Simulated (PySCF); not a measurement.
Molecule: SMILES C[SiH2]S[SiH3], CH₈SSi₂.

Atoms are numbered as in `[CH3:1][SiH2:2][S:3][SiH3:4]`; H(Xn) means a hydrogen on atom n.

Geometry PBE0-D3(BJ)/def2-SVP throughout; GIAO in PySCF 2.14, gas phase, one conformer, non-relativistic; equivalent atoms averaged; functional PBE0.

(1) How do the absolute shieldings σ depend on the basis set? (ppm; last column core-seconds on shared hosts with different chips, so compare them loosely)

(2) Which nucleus moves most, in ppm?

(3) Taking the largest basis, pcSseg-2 (277 functions), as the yardstick, rank the others by their worst heavy-atom deviation.

Answers

(1) 
```csv
basis set,functions,C1,Si2,Si4,S3,H(Si2),H(Si4),H(C1),core-s
STO-3G,40,236.6,537.3,564.8,1045.0,30.86,30.87,32.49,3.2
6-31G,64,202.1,441.9,469.2,898.2,28.24,28.38,32.01,6.3
pcSseg-0,64,197.4,383.8,433.2,937.4,28.05,28.35,32.37,4.4
6-31G*,84,196.8,417.4,438.4,854.2,27.06,27.24,31.52,7.4
def2-SVP,108,196.5,428.8,460.0,863.9,26.54,26.69,30.89,8.1
cc-pVDZ,108,199.0,434.0,462.9,854.3,26.49,26.67,30.78,8.8
pcSseg-1,129,187.9,369.7,403.3,825.0,26.53,26.66,30.72,17
aug-cc-pVDZ,176,198.1,438.3,470.6,848.0,26.37,26.54,30.82,18
"6-311+G(2d,p)",180,189.0,363.3,397.0,803.8,26.37,26.54,31.00,18
def2-TZVP,190,189.6,352.2,386.8,804.0,26.35,26.52,31.01,26
cc-pVTZ,244,190.1,378.3,409.7,826.7,26.38,26.55,30.78,28
IGLO-III,247,186.7,367.5,402.3,807.8,26.35,26.52,30.88,26
pcSseg-2,277,187.4,362.0,396.0,806.3,26.42,26.58,30.72,30
```

(2) S3 (sulfur bonded to 2 Si): from 803.8 ppm with 6-311+G(2d,p) to 1045.0 ppm with STO-3G. The smallest spread is 1.77 ppm, at H(C1). Proton shifts span only some 12 ppm, so a few tenths of a ppm matter as much there as several ppm in carbon.

(3) 6-311+G(2d,p) 2.5 ppm (180 functions), IGLO-III 6.3 ppm (247 functions), def2-TZVP 9.7 ppm (190 functions), pcSseg-1 18.8 ppm (129 functions), cc-pVTZ 20.5 ppm (244 functions), 6-31G* 55.5 ppm (84 functions), def2-SVP 66.8 ppm (108 functions), cc-pVDZ 72.0 ppm (108 functions), aug-cc-pVDZ 76.3 ppm (176 functions), 6-31G 92.0 ppm (64 functions), pcSseg-0 131.1 ppm (64 functions), STO-3G 238.7 ppm (40 functions).

A small basis that lands close on one nucleus may do so by chance; judge by the trend and by all nuclei.
